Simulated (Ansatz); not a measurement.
The same atomization along the group F, Cl, I.

Gas-phase electronic energies from Ansatz, PBE0-D4/def2-TZVP geometries. CBS: MP2 limit from def2 TZ/QZ plus the TZ coupled-cluster correction, frozen cores. This one scheme is used for every species, atoms too. Functionals use def2-TZVPP. B3LYP here is the variant with VWN-RPA as its local correlation; programs differ in this. Open shells (•) are unrestricted, without spin–orbit coupling. Spin–orbit coupling would lower the free atoms: a little for C, Cl, F, O; strongly for I. Elements past krypton have def2 core potentials. For I outer-core shells are correlated without core-valence functions, so the limit isn't a true one: a few kJ/mol of doubt a bond, and 10 to 20 or more in all where bonds break to atoms.

```json
{"reaction": "`FC1CCO1` → 3 C• + F• + 5 H• + O•", "CCSD/CBS(def2) (kJ/mol)": "3974", "B3LYP-D4 (kJ/mol)": "4034", "ωB97M-V (kJ/mol)": "4063", "MP2/CBS(def2) (kJ/mol)": "4139"}
{"reaction": "`ClC1CCO1` → 3 C• + Cl• + 5 H• + O•", "CCSD/CBS(def2) (kJ/mol)": "3827", "B3LYP-D4 (kJ/mol)": "3887", "ωB97M-V (kJ/mol)": "3919", "MP2/CBS(def2) (kJ/mol)": "3989"}
{"reaction": "`IC1CCO1` → 3 C• + I• + 5 H• + O•", "CCSD/CBS(def2) (kJ/mol)": "3729", "B3LYP-D4 (kJ/mol)": "3786", "ωB97M-V (kJ/mol)": "3800", "MP2/CBS(def2) (kJ/mol)": "3894"}
```

**Question.** Give the CCSD(T)/CBS values in the same order. (Best estimate.)

**Answer.** Computed: 4042, 3897, 3802 kJ/mol.

Largest T1 diagnostic: 0.012, for `FC1CCO1`.

For atomizations the MP2-based limit and the directly extrapolated one differ by several kJ/mol either way, and by 10 to 25 for some Ge, Se and Sn compounds, so smaller differences from it don't rank the levels.
